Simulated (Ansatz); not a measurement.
Compare A (`C[SiH](F)N[SiH3]`) with its isomer B (`FCN[SiH2][SiH3]`).

Isolated molecules relaxed with PBE0-D4/def2-TZVP in Ansatz; ΔE leaves out vibrations. CCSD(T)/CBS is the MP2 limit (def2-TZVPP, def2-QZVPP) plus CCSD(T) − MP2 in def2-TZVPP, frozen cores. DFT in def2-TZVPP. B3LYP here is the variant with VWN-RPA as its local correlation; programs differ in this. One conformer a species, not always the lowest.

Which isomer does CCSD(T)/CBS put lower? Give the gap. (An estimate is asked.)

Ansatz gave: A, by 352.9 kJ/mol.

Give E(B) − E(A) in kJ/mol with B3LYP, PBE0-D4, B2PLYP, HF/def2-TZVPP, PBE-D4, CCSD(T)/def2-TZVPP, CCSD/def2-TZVPP. (Best estimate.)

The calculation gave: B3LYP 333.3, PBE0-D4 323.0, B2PLYP 346.5, HF/def2-TZVPP 355.7, PBE-D4 307.9, CCSD(T)/def2-TZVPP 345.1, CCSD/def2-TZVPP 348.4. None reverses the order clearly.

Largest T1 diagnostic: 0.012.

From PBE to PBE0 (25 % exact exchange), in def2-TZVPP and without D4, E(B) − E(A) moves by +15.3 kJ/mol.
